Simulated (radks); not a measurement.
Question: Valence configurations of Mo+ (all share [Kr]). Method: Dirac Kohn-Sham, PBE, spin-unpolarised, spherical densities, point nucleus; open shells fill j = l - 1/2 first; computed with a radial shooting solver on a logarithmic mesh with Libxc functionals. Order these by energy: 4d4 5s1; 5s1.5 5p3.5; 4d3 5s0.5 5p1.5; 4d2 5s2 5p1; 4d2 5s1 5p2; 4d3.5 5p1.5; 4d5; 4d2 5s1.5 5p1.5; 4d3 5s2; 4d4 5p1.

Answer: From the lowest, in eV above it: 4d5 0.000; 4d4 5s1 1.033; 4d3 5s2 3.613; 4d4 5p1 5.192; 4d3.5 5p1.5 8.682; 4d3 5s0.5 5p1.5 10.426; 4d2 5s2 5p1 12.615; 4d2 5s1.5 5p1.5 15.093; 4d2 5s1 5p2 17.590; 5s1.5 5p3.5 41.828. NIST lists [Kr] 4d5 as the ground configuration; this level of theory agrees among the configurations tried. The energies are those of spherical spin-averaged densities, not of single terms.
